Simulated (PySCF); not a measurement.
Several molecules and their computed UV-vis stick spectra, shuffled. Theory: TDDFT PBE0/def2-SVPD, vertical, gas phase, core orbitals frozen in the response in PySCF. Geometries: GFN2-xTB; one conformer of each isolated species. Triplets are in the Tamm–Dancoff approximation.

A. `c1ccc2sccc2c1`
B. `C=C[C@@H](Cl)[C@@](C)(F)C=O`
C. `Fc1ccccn1`
D. `C#Cc1cpcnc1C=O`
E. `C#C[C@@H]1C=NC[C@H]1F`

Lowest singlet levels (six at most, fewer where fewer were computed) with oscillator strengths:

1. 443 nm (f 0.000); 370 nm (f 0.003); 324 nm (f 0.001); 317 nm (f 0.059); 284 nm (f 0.001); 276 nm (f 0.000); T1 2.42 eV
2. 261 nm (f 0.063); 249 nm (f 0.016); 229 nm (f 0.000); 219 nm (f 0.269); 206 nm (f 0.277); 205 nm (f 0.000); T1 3.44 eV
3. 234 nm (f 0.004); 223 nm (f 0.059); 214 nm (f 0.000); 192 nm (f 0.039); 168 nm (f 0.003); 165 nm (f 0.480); T1 4.26 eV
4. 298 nm (f 0.000); 225 nm (f 0.025); 201 nm (f 0.013); 198 nm (f 0.005); 194 nm (f 0.004); 180 nm (f 0.136); T1 3.54 eV
5. 235 nm (f 0.003); 195 nm (f 0.001); 187 nm (f 0.002); 185 nm (f 0.029); 174 nm (f 0.005); 172 nm (f 0.003); T1 4.43 eV

Task: Which spectrum belongs to which structure?

Result: 1 = D, 2 = A, 3 = C, 4 = B, 5 = E.
- A: S1 at 4.75 eV, HOMO→LUMO (68%), HOMO-1→LUMO (14%), HOMO-1→LUMO+1 (9%); Löwdin shares by element: HOMO carbon 40% or more, sulfur 23% (atoms not listed hold the other 37%); LUMO carbon 56% or more (atoms not listed hold the other 44%); HOMO -6.41 and LUMO -0.86 eV; point group Cs, 2 of its 6 listed states under f = 0.0005.
- B: S1 at 4.16 eV, HOMO→LUMO (80%), HOMO-1→LUMO (13%); Löwdin shares by element: HOMO oxygen 40%, carbon 22% or more, chlorine 8% (atoms not listed hold the other 29%); LUMO carbon 43% or more, oxygen 30%, hydrogen 5% or more (atoms not listed hold the other 22%); HOMO -7.98 and LUMO -1.63 eV.
- C: S1 at 5.31 eV, HOMO-1→LUMO (99%); Löwdin shares by element: HOMO carbon 74% or more (atoms not listed hold the other 26%); LUMO carbon 57% or more, nitrogen 20% (atoms not listed hold the other 23%); HOMO -7.75 and LUMO -1.15 eV; point group Cs, 1 of its 6 listed states under f = 0.0005.
- D: S1 at 2.80 eV, HOMO→LUMO (95%); Löwdin shares by element: HOMO oxygen 29%, carbon 20% or more, nitrogen 14% (atoms not listed hold the other 36%); LUMO phosphorus 26%, carbon 25% or more, oxygen 12% (atoms not listed hold the other 37%); HOMO -7.31 and LUMO -3.07 eV; point group Cs, 2 of its 6 listed states under f = 0.0005.
- E: S1 at 5.28 eV, HOMO→LUMO (92%); Löwdin shares by element: HOMO nitrogen 40%, carbon 33% or more (atoms not listed hold the other 26%); LUMO carbon 39% or more, nitrogen 34%, hydrogen 6% or more (atoms not listed hold the other 21%); HOMO -7.58 and LUMO -0.50 eV.
C and E have S1 within 0.04 eV of each other; their strongest listed levels stand at 7.51 eV (f 0.480) and 6.72 eV (f 0.029).
